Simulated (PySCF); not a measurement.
HSe, SMILES [SeH] (connectivity only; charge and spin as stated), charge -1, multiplicity 1. Atoms are numbered in the order given.

```xyz
2

Se     0.0000     0.0000    -0.0421
H      0.0000     0.0000     1.4313
```
Charge -1, spin multiplicity 1.

The structure is a stationary point at PBE0-D3(BJ)/def2-TZVPD. The multiplicity is an assumed one; other spin states were not compared.

Computed with M06-2X/def2-TZVPD run with PySCF.

Computed frontier levels, gap, dipole moment and polarisability:
| Property | Result |
|---|---|
| highest occupied level | -1.20 eV |
| lowest empty level | 4.40 eV |
| orbital gap | 5.60 eV |
| dipole moment about the centre of nuclear charge | 0.14 D |
| mean static polarisability | 62.3 bohr³ (9.24 Å³) |
| polarisability, principal values | 53.9, 66.5, 66.5 bohr³ |
